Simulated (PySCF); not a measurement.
# I (iodine, neutral) across methods

[Kr] 4d10 5s1 5p5 6s1, high-spin 4P determinant (an excited configuration). All numbers are calculated (PySCF 2.14, the spin-free X2C one-electron Hamiltonian (Gaussian nucleus), in x2c-QZVPPall with one added diffuse shell each of s, p, d, f type (14s10p8d5f1g, 128 functions)).

| method | E (hartree) | mean ε 5p α (eV) | mean ε 5p β (eV) | mean ε 6s α (eV) | Σ⟨r²⟩ (bohr²) | ⟨S²⟩ |
| --- | --- | --- | --- | --- | --- | --- |
| M06 | -7115.13 | -12.795 | -10.894 | -2.413 | 90.78 | 3.753 |
| PBE | -7114.59 | -11.657 | -10.196 | -2.174 | 90.44 | 3.753 |
| MN15 | -7119.99 | -13.739 | -11.694 | -2.877 | 90.27 | 3.755 |
| wB97X-V | -7114.70 | -15.415 | -13.425 | -3.539 | 92.91 | 3.753 |
| UHF | -7112.08518 | -16.628 | -12.628 | -3.369 | 96.41 | 3.765 |
| LDA | -7108.52 | -11.735 | -10.384 | -2.301 | 89.56 | 3.752 |
| PBE0 | -7114.66 | -13.091 | -11.101 | -2.564 | 91.32 | 3.755 |

**Question.** Estimate the same row for r2SCAN.

**Answer.** E (hartree) = -7115.02; mean ε 5p α (eV) = -12.290; mean ε 5p β (eV) = -10.451; mean ε 6s α (eV) = -2.221; Σ⟨r²⟩ (bohr²) = 92.36; ⟨S²⟩ = 3.759.

The outer electron is Rydberg-like, and this basis confines it to a smaller radius and binds it less than a complete one would.
